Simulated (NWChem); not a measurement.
Molecule: AlIClF; SMILES [F][Al]([Cl])[I]

Results from NWChem. Geometry: optimised at PBE0/def2-SVP. def2 effective core potentials on I; no spin-orbit coupling. Ions are spin-unrestricted doublets at the neutral geometry; other ion states weren't tried. Functional: LC-ωPBE (HJS hole) with def2-SVP; rows give the range parameter ω in 1/bohr.

For range parameter (1/bohr) 0.20:

| Item | Value |
|---|---|
| vertical ionisation energy, ΔSCF (eV) | 10.52 |
| −ε(HOMO) (eV) | 9.63 |

### Question
How do the values read with range parameter (1/bohr) 0.40 instead?

### Answer
| Item | Value |
|---|---|
| vertical ionisation energy, ΔSCF (eV) | 10.74 |
| −ε(HOMO) (eV) | 10.91 |
